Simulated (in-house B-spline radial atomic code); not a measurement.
The numbers below are computed, except where a source is named.
## Hot electrons crossing n-type InAs, n = 3.85e16 cm⁻³: losses to the electron gas

For InAs the NSM archive of the Ioffe Institute lists m* = 0.023 m0, ε = 15.15 and an optical phonon energy of 30 meV.

The electrons form a uniform gas at zero temperature with Lindhard's dielectric function (RPA). An added electron of energy E, from the band bottom, collides once per mean free path λ, with 1/λ = (1/πE) ∫dω ∫dq/q Im(−1/ε(q, ω)), in atomic (or effective) units, with ω up to E − E_F and q between √(2E) ∓ √(2(E − ω)); electron-hole pairs and the plasmon pole are integrated apart. No exchange between the two electrons. One parabolic band and the static dielectric constant; phonons, their coupling to plasmons and impurity scattering are left out.

(1) Find the scales.

```tsv
E − E_F (meV)	λ (nm)	share of plasmon losses	lifetime (fs)
9.04	1930	0.00	3000
13.6	1120	0.00	1610
18.1	733	0.00	985
23.5	360	0.27	451
28.9	308	0.32	363
36.2	293	0.37	322
45.2	298	0.41	302
57.9	316	0.45	293
72.3	343	0.48	292
```

(2) Electrons are injected 23.5 meV above E_F into a base 30 nm thick. What share crosses without exciting the gas, and how long does the crossing take?

Answers

(1) a* = 34.86 nm and Ha* = 2.727 meV, and this density means r_s = 0.527. k_F = 1.91916/r_s = 3.6417, so E_F = 18.1 meV, and the zero-temperature picture needs T well below 210 K. ω_p = √(3/r_s³) = 4.527 Ha* = 12.3 meV, 0.41 times the phonon energy. Plasmon emission opens at E − E_F = 19 meV.

(2) exp(−30/360) = 0.920. The speed is √(2E) = 5.523 in units of Ha* a*/ħ, or 0.798 nm/fs, so the transit takes 37.6 fs, against a lifetime of 451 fs. Optical phonons can't be emitted this near E_F; impurity scattering lowers the share further.
